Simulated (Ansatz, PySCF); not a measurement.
System: tetrafluorogermane, GeF4 (charge 0, singlet). 
Coordinates optimised at B3LYP-D3(BJ)/def2-TZVP (Ansatz, a first-principles code):
```
Ge
F 1 1.7016
F 1 1.7016 2 109.47
F 1 1.7016 2 109.47 3 120.00
F 1 1.7016 2 109.47 3 -120.00
```

Property: atomisation energy (electronic, to ground-state atoms), in kJ/mol. Valence correlation only, unless marked. Open shells are spin-unrestricted. No spin-orbit coupling. Frozen are the shells of the preceding noble gas and the d and f shells that filled before the atom's block. No relativistic terms. The coupled-cluster limit lacks core correlation, which all-electron functionals hold. Basis-set limits of correlation are two-point, X^-3; Hartree-Fock from the larger set.

| level | program | atomisation energy (kJ/mol) | minus last row |
|---|---|---|---|
| HF/def2-TZVPD | PySCF | 1315.1 | -661.3 |
| revPBE/def2-TZVPD | Ansatz | 1852.6 | -123.8 |
| r2SCAN/def2-TZVPD | Ansatz | 1925.4 | -51.0 |
| B97M-V/def2-TZVPD | Ansatz | 1923.7 | -52.7 |
| B3LYP/def2-TZVPD | Ansatz | 1858.3 | -118.1 |
| BHLYP/def2-TZVPD | Ansatz | 1753.9 | -222.5 |
| r2SCAN0-D4/def2-TZVPD | Ansatz + dftd4 | 1840.3 | -136.1 |
| CAM-B3LYP/def2-TZVPD | Ansatz | 1905.4 | -71.0 |
| B2PLYP-D4/def2-TZVPD | Ansatz + dftd4 | 1912.1 | -64.3 |
| MP2/STO-3G | Ansatz | 1197.7 | -778.7 |
| MP2/aug-cc-pVDZ | Ansatz | 1951.7 | -24.7 |
| MP2/aug-cc-pVTZ | Ansatz | 2057.2 | 80.8 |
| SCS-MP2/aug-cc-pVDZ | Ansatz | 1881.0 | -95.4 |
| SCS-MP2/aug-cc-pVTZ | Ansatz | 1983.7 | 7.3 |
| CCSD(T)/CBS(cc-pVTZ,cc-pVQZ) | Ansatz | 1976.4 | 0.0 |
